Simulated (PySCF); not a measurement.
S₄, SMILES S=S(=S)=S.

The structure is a stationary point at ωB97X-D3(BJ)/def2-SVP.

These are PBE/def2-TZVPD in PySCF values and carry that method's errors.

Computed frontier levels, gap, dipole moment and polarisability:
- highest occupied level = -6.13 eV
- lowest empty level = -4.70 eV
- orbital gap = 1.43 eV
- dipole moment = 0.00 D
- quadrupole, principal values (traceless, Buckingham form, about the centre of nuclear charge) = -0.28, -0.28, 0.57 D·Å
- mean static polarisability = 93.3 bohr³ (13.82 Å³)
- polarisability, principal values = 54.7, 112.6, 112.6 bohr³
